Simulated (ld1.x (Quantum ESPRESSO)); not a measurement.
**u(r) = r·R(r): atom against pseudo-atom (Re (Z = 75))**

Columns: radius, all-electron u(r) and pseudo u(r) of the 6p shell (level -6.97 eV) of rhenium in the configuration [Xe] 4f14 5d5 6s1 6p0; PBE, scalar-relativistic, TM semilocal scheme, ld1.x (Quantum ESPRESSO) 7.5.

| r (bohr) | all-electron | pseudo |
| --- | --- | --- |
| 0.170 | -0.0887 | 0.0023 |
| 0.340 | 0.1484 | 0.0093 |
| 0.510 | 0.0450 | 0.0211 |
| 0.680 | -0.1471 | 0.0379 |
| 0.850 | -0.2475 | 0.0601 |
| 1.020 | -0.2461 | 0.0879 |
| 1.190 | -0.1772 | 0.1216 |
| 1.360 | -0.0746 | 0.1614 |
| 1.530 | 0.0386 | 0.2069 |
| 1.700 | 0.1487 | 0.2572 |
| 1.870 | 0.2483 | 0.3109 |
| 2.040 | 0.3345 | 0.3656 |
| 2.210 | 0.4060 | 0.4185 |
| 2.380 | 0.4633 | 0.4665 |
| 2.550 | 0.5073 | 0.5070 |
| 2.720 | 0.5390 | 0.5383 |
| 2.890 | 0.5601 | 0.5597 |
| 3.060 | 0.5718 | 0.5717 |
| 3.230 | 0.5756 | 0.5756 |
| 3.400 | 0.5727 | 0.5727 |
| 3.570 | 0.5645 | 0.5645 |
| 3.740 | 0.5519 | 0.5519 |
| 3.910 | 0.5359 | 0.5359 |
| 4.080 | 0.5173 | 0.5173 |
| 4.250 | 0.4968 | 0.4968 |
| 4.420 | 0.4749 | 0.4749 |

(1) How many radial nodes do the two functions have?

(2) At about which radius was the pseudo-wave matched?

(3) Is the pseudo-wave norm-conserving?

Answers

(1) The all-electron 6p function has n − l − 1 = 4 (the table is too coarse to show those close to the nucleus); the pseudo-wave has 0, since the states of the same l below it are removed with the core.

(2) 3.40 bohr. The columns agree to 0.0005 from 2.89 bohr on; several derivatives are matched, so the curves merge somewhat inside the radius.

(3) Yes: the TM semilocal scheme keeps the norm inside the radius equal to the all-electron one, which fixes the energy derivative of the logarithmic derivative at the level.
